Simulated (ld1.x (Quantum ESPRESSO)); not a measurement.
**LDA (PZ) ultrasoft dataset for germanium (Ge), scalar-relativistic all-electron reference.**

```json
{
 "Element": "germanium (Ge)",
 "Generator": "ld1.x (Quantum ESPRESSO) 7.5",
 "Type": "ultrasoft",
 "Functional": "LDA (PZ)",
 "Relativity": "scalar-relativistic",
 "Frozen core": "[Ar]",
 "Valence charge": "14",
 "Reference configuration": "3d10 4s2 4p0 (charge +2)",
 "Partial waves": "4s (bound): rcut 1.60, rcutus 1.70 bohr; 4s channel at -1.2 Ry: rcut 1.60, rcutus 1.70 bohr; 4p (bound, empty): rcut 2.20, rcutus 2.40 bohr; 4p channel at 1.95 Ry: rcut 2.20, rcutus 2.40 bohr; 3d (bound): rcut 0.95, rcutus 1.25 bohr; 3d channel at -0.55 Ry: rcut 0.95, rcutus 1.25 bohr",
 "Local potential": "all-electron potential smoothed inside 2.25 bohr (lloc = -2)",
 "Core correction": "Bessel-smoothed model core inside 0.90 bohr",
 "Augmentation charge": "PSQ, radius 0.70 bohr"
}
```

**Question.** Does the generator finish with these settings?

**Answer.** Yes, a potential is produced and its reference levels are reproduced.

**Question.** Estimate the cutoffs (Ry, on a coarse ladder) from which the occupation-weighted sum of valence levels, in a spherical-Bessel basis at the reference potential, stays within 10 and 1 mRy of its value at 400 Ry.

**Answer.** 90 Ry and 160 Ry.

**Question.** Does the potential have ghost states?

**Answer.** No extra level below or beside the all-electron valence levels (s, p, d, f tested).

**Question.** Is the overlap operator S = 1 + Σ q|β⟩⟨β| positive definite (Bessel basis up to 400 Ry)?

**Answer.** Yes: its lowest eigenvalue is 0.22 (d channel).

**Question.** Which valence shell sets the plane-wave cutoff?

**Answer.** 3d: its level needs 90 Ry to come within 1 mRy, against 15 Ry for 4s.

Its largest configuration-test error is -15 meV (3d10 4s1 4p0). Test run stopped at test 4 of 9 (negative rho).
